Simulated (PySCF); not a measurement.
**(KH)2 ring: 3 charge schemes on one density**

Species: (KH)2 ring, K2H2.
Cartesian coordinates in Å at the PBE0-D3(BJ)/def2-SVP level; atoms count from 1:
```
atom  x, y, z in Å
K1     1.0990    0.9627    1.0216
H2     0.0878    1.2194   -1.2362
K3    -1.0992   -0.9629   -1.0216
H4    -0.0876   -1.2192    1.2362
```

Density: PBE0/pcSseg-1 (PySCF); schemes: Mulliken, Hirshfeld and ESP-fitted. Geometry: PBE0-D3(BJ)/def2-SVP; no solvent, vibrations or thermal averaging.

Atoms with like bonding are taken together and averaged. For which atoms does the sign change between the 3 schemes (beyond +0.03 e in one, beyond −0.03 e in another)?

For none.

Do the Mulliken, Hirshfeld and ESP-fitted schemes agree on where the charge is highest?

All schemes agree: Mulliken K1/K3 (+0.446); Hirshfeld K1/K3 (+0.452); ESP-fitted K1/K3 (+0.760).

Give the atomic charges in each scheme.

In e; atoms taken as equivalent share a row and are averaged (×n: the atom named and its like, n in all):

| atom | environment | Mulliken | Hirshfeld | ESP-fitted |
| --- | --- | --- | --- | --- |
| K1/K3 | potassium bonded to 2 H | +0.446 | +0.452 | +0.760 |
| H2/H4 | hydrogen bonded to 2 K | -0.446 | -0.452 | -0.760 |

Mean size of the charges over all atoms: ESP-fitted 0.760 e, Hirshfeld 0.452 e, Mulliken 0.446 e. Each set sums to the total charge, 0, to within 0.001 e. The ESP scheme fits charges at the nuclei, held to the total charge, to the electrostatic potential on points at 1.4 to 2.0 times the van der Waals radii. The Hirshfeld scheme divides the density at each point in proportion to the densities of the neutral, spherically averaged free atoms.

How many electrons does the ESP-fitted scheme count on K1?

Its own charge is +0.760 e, so Z − q = 18.240.

Sum the charges by element.

```json
{"element": "K", "atoms": "2", "Mulliken": "+0.891", "Hirshfeld": "+0.904", "ESP-fitted": "+1.520"}
{"element": "H", "atoms": "2", "Mulliken": "-0.892", "Hirshfeld": "-0.904", "ESP-fitted": "-1.520"}
```

These values come from a run that also computed NMR shieldings. Time: 2.7 s. Hardware: Arm Neoverse V1, one thread (shared host).
